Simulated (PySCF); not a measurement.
Spin-rotation constants: tiglic acid, C₅H₈O₂

Geometry (Å), atoms numbered from 1 in this order:
```xyz
15

C    -2.0633    0.6030    0.0971
C    -0.5907    0.7834    0.1964
C     0.3542   -0.1593    0.1350
C     0.1439   -1.6308   -0.0493
C     1.7793    0.2177    0.2561
O     2.6981   -0.5644    0.2130
O     1.9949    1.5376    0.4230
H    -2.4461    1.1894   -0.7382
H    -2.5374    0.9809    1.0028
H    -2.3521   -0.4336   -0.0419
H    -0.2729    1.8083    0.3340
H     0.5734   -2.1678    0.7948
H     0.6707   -1.9638   -0.9419
H    -0.9058   -1.8867   -0.1382
H     2.9494    1.6941    0.4931
```

Method: GIAO BHandHLYP/pcSseg-1 magnetisability, rotational g tensor and spin-rotation constants, non-relativistic, gas phase (PySCF). Geometry: GFN2-xTB.

Task: Give the nuclear spin-rotation constants along the inertial axes (H = +C I·J) beside the isotropic shieldings.

Result: Rotational constants 4.5401, 1.9164, 1.3702 GHz. A star marks the isotopologue with that one atom substituted, in its own axes.
```csv
atom,isotope,Caa (kHz),Cbb (kHz),Ccc (kHz),mean (kHz),σ (ppm)
H8,1H,-0.362,-0.168,-0.035,-0.188,29.9
H9,1H,-0.363,-0.169,-0.034,-0.189,29.9
H10,1H,-0.411,0.037,-0.157,-0.177,29.7
H11,1H,-0.363,0.178,-0.148,-0.111,24.6
H12,1H,-0.396,-0.139,-0.037,-0.191,29.9
H13,1H,-0.394,-0.138,-0.038,-0.190,29.9
H14,1H,0.084,-0.173,-0.158,-0.082,29.9
H15,1H,0.274,-0.173,-0.189,-0.029,25.9
C1,13C*,0.626,0.296,0.174,0.365,169.0
C2,13C*,2.043,0.862,0.181,1.029,35.8
C3,13C*,1.876,0.742,0.215,0.945,53.0
C4,13C*,0.664,0.267,0.165,0.365,172.4
C5,13C*,1.820,0.932,0.343,1.032,11.0
O6,17O*,-2.455,-1.110,-0.109,-1.225,-92.3
O7,17O*,-1.383,-0.235,-0.239,-0.619,149.7
```
For the geometry as given, no vibrational averaging.

Task: How do the rotational constants and the g tensor change when H8, H9, H10, H11, H12, H13, H14, H15 are replaced by deuterium?

Result: Constants 3.7177, 1.6635, 1.1826 GHz; g -0.0331, -0.0148, 0.0002, against -0.0404, -0.0168, 0.0004 before.
